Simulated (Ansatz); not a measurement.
Two structures of SnH5OF, singlet, reached by relaxing down either side of one saddle point (PBE0-D4/def2-TZVP). Energies are electronic, without zero-point energy. Program: Ansatz 0.2.0. Basis: def2-TZVPP and def2-QZVPP. Cores are frozen in the correlated methods. Filled d shells of the heavier atoms are correlated. Core potentials replace the inner electrons of the atoms past krypton. The def2 sets are not built for correlating such inner shells, so the correlated values are less sure here. Extrapolation: Hartree–Fock as exp(−7.88 √X), correlation as X^−2.97. First:

Sn1  (0.188, -1.023, 0.398)
O2  (0.562, 0.663, -0.607)
H3  (-1.329, -1.591, -0.124)
H4  (1.451, -2.087, -0.020)
H5  (0.228, -0.503, 2.008)
H6  (-0.540, 1.747, -0.225)
F7  (-1.274, 2.249, 0.117)
H8  (0.715, 0.545, -1.547)
(Å)

Second:

Sn1  (-0.444, -0.891, 0.646)
O2  (1.084, 1.333, -0.633)
H3  (-1.722, -1.875, 1.208)
H4  (0.498, -1.686, -0.521)
H5  (0.385, -0.116, 1.903)
H6  (0.148, 1.503, -0.806)
F7  (-1.446, 0.488, -0.301)
H8  (1.496, 1.244, -1.495)
(Å)

Question: Which bonds change from the first to the second?

Answer: SnH₄O ([OH][SnH3]) + HF → SnH₃F ([F][SnH3]) + H₂O; bonds formed: Sn1–F7, O2–H6; bonds broken: Sn1–O2, H6–F7.

Question: Give the saddle point's structure and its height above each. (To be estimated.)

Answer: The calculation gives: 46.6 kJ/mol above the first and 67.1 kJ/mol above the second (CCSD(T) at an estimated basis limit (MP2 extrapolated from triple and quadruple zeta, plus CCSD(T) − MP2 in triple zeta)).
Sn1  (-0.068, -0.717, 0.483)
O2  (0.766, 0.862, -0.737)
H3  (-1.539, -1.370, -0.061)
H4  (1.195, -1.763, -0.058)
H5  (0.164, -0.354, 2.120)
H6  (-0.176, 1.365, -0.403)
F7  (-1.159, 1.267, 0.340)
H8  (0.818, 0.709, -1.684)
(Å)

T1 diagnostic: at most 0.014.

Steps of this kind, hydrogen fluoride cutting a network bond, underlie vapour etching and the fluorination step of atomic layer etching.

Labels in which every atom is bracketed show which atoms are joined, not bond orders.

For scale, one of the runs: CCSD(T)/def2-TZVPP, 182 basis functions, launched by `ansatz run in.yaml --threads 4 --pin off --events-out ev --progress --plain --max-ram 9574MiB`. Time: 33 s of wall clock on 4 CPU threads of an Intel Xeon; the host was shared. Peak host memory: 2.2 GiB.
